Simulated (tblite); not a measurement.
Compound: C5H7FSi.
Numbering: `[CH:1]#[C:2][C@@H:3]1[CH2:4][SiH2:5][C@@H:6]1[F:7]` (hydrogens: H8 on C1; H9 on C3; H10, H11 on C4; H12, H13 on Si5; H14 on C6)

Computed with GFN2-xTB (tblite), gas phase: L-BFGS steps from a force-field or distance-geometry start until the largest atomic force falls under 0.01 eV/Å.

Step 3: E = -561.1343 eV
```
atom  x, y, z in Å  |  force x, y, z in eV/Å
C1      2.5584    0.0084    0.5998   -1.010   0.100  -0.725
C2      1.5542    0.0655   -0.0703    0.775   0.081   0.227
C3      0.3357    0.1403   -0.8625   -0.155  -0.080   0.147
C4     -0.6657    1.1538   -0.2718    0.106   0.123   0.428
Si5    -1.1974   -0.1277    1.0320   -0.119   0.026  -0.221
C6     -0.6022   -1.0410   -0.5456    0.230  -0.104   0.420
F7      0.0153   -2.2468   -0.3653    0.039  -0.565  -0.474
H8      3.4404   -0.0235    1.1687   -0.065  -0.036  -0.023
H9      0.5338    0.2618   -1.9326    0.265   0.062   0.140
H10    -0.2549    2.0625    0.1290    0.142   0.521  -0.407
H11    -1.4592    1.3007   -0.9988    0.076   0.487   0.046
H12    -2.6065   -0.2698    1.2693   -0.464  -0.035   0.260
H13    -0.2790   -0.1925    2.1544   -0.078  -0.086   0.059
H14    -1.3736   -1.0921   -1.3284    0.258  -0.492   0.124
```

Step 4: E = -561.2185 eV
```
atom  x, y, z in Å  |  force x, y, z in eV/Å
C1      2.5479    0.0106    0.5908    0.160   0.036   0.054
C2      1.5570    0.0692   -0.0804   -0.078   0.125  -0.195
C3      0.3298    0.1418   -0.8542    0.070  -0.105  -0.159
C4     -0.6649    1.1580   -0.2587    0.095   0.403   0.129
Si5    -1.2046   -0.1252    1.0287   -0.251  -0.093   0.130
C6     -0.5937   -1.0477   -0.5328    0.113  -0.381   0.081
F7      0.0181   -2.2733   -0.3826   -0.045  -0.111  -0.363
H8      3.4350   -0.0246    1.1662   -0.287  -0.024  -0.191
H9      0.5458    0.2638   -1.9296    0.081   0.036   0.333
H10    -0.2480    2.0859    0.1151    0.055   0.185  -0.372
H11    -1.4542    1.3179   -0.9958    0.145   0.389   0.150
H12    -2.6238   -0.2712    1.2787   -0.196  -0.008   0.187
H13    -0.2811   -0.1957    2.1565   -0.170  -0.069  -0.032
H14    -1.3640   -1.1098   -1.3241    0.309  -0.384   0.249
```

Step 5: E = -561.2829 eV
```
atom  x, y, z in Å  |  force x, y, z in eV/Å
C1      2.5388    0.0139    0.5813    0.609   0.001   0.367
C2      1.5588    0.0760   -0.0971   -0.382   0.128  -0.210
C3      0.3238    0.1433   -0.8466    0.133  -0.141  -0.276
C4     -0.6638    1.1713   -0.2434    0.168   0.315  -0.093
Si5    -1.2202   -0.1237    1.0315   -0.181  -0.146   0.145
C6     -0.5817   -1.0658   -0.5185    0.004  -0.263  -0.093
F7      0.0210   -2.3088   -0.4107   -0.037   0.278  -0.162
H8      3.4230   -0.0264    1.1596   -0.244  -0.016  -0.197
H9      0.5622    0.2668   -1.9204   -0.142   0.019   0.348
H10    -0.2376    2.1195    0.0915   -0.004  -0.168  -0.245
H11    -1.4439    1.3463   -0.9880    0.087   0.275   0.149
H12    -2.6481   -0.2729    1.2937    0.030   0.015   0.110
H13    -0.2874   -0.2011    2.1581   -0.237  -0.050  -0.072
H14    -1.3456   -1.1387   -1.3132    0.196  -0.248   0.229
```

Question: Estimate the geometry and energy of step 6. (The exact step hangs on the optimiser's Hessian estimate; all steps are aligned on step 5, rigid shifts and turns removed.)

Answer: E = -561.3010 eV, largest force 0.360 eV/Å
```
atom  x, y, z in Å  |  force x, y, z in eV/Å
C1      2.5379    0.0155    0.5789    0.315   0.012   0.173
C2      1.5590    0.0802   -0.1032   -0.193   0.088  -0.025
C3      0.3224    0.1419   -0.8461    0.075  -0.098  -0.121
C4     -0.6609    1.1790   -0.2392    0.122   0.060  -0.134
Si5    -1.2281   -0.1250    1.0337   -0.086  -0.091   0.013
C6     -0.5771   -1.0750   -0.5140   -0.012  -0.071  -0.070
F7      0.0222   -2.3191   -0.4237    0.035   0.286  -0.057
H8      3.4165   -0.0274    1.1552   -0.066  -0.016  -0.091
H9      0.5664    0.2683   -1.9129   -0.182   0.014   0.182
H10    -0.2332    2.1306    0.0793    0.044  -0.191  -0.142
H11    -1.4389    1.3616   -0.9830    0.043   0.218   0.112
H12    -2.6574   -0.2734    1.3012    0.075   0.019   0.083
H13    -0.2934   -0.2040    2.1578   -0.232  -0.047  -0.050
H14    -1.3362   -1.1537   -1.3061    0.062  -0.182   0.127
```

The energy changes by -0.0181 eV. The first-order estimate −F·Δx gives -0.0262 eV and the mean of the old and new forces, exact on a quadratic surface, -0.0181 eV. The step makes an angle of 64° with the force vector and moves no atom by more than 0.019 Å.

What follows is the cost of the whole relaxation. Hardware: one thread of an Arm Neoverse V1, no GPU, shared host. Cost: 0.39 s of wall time.
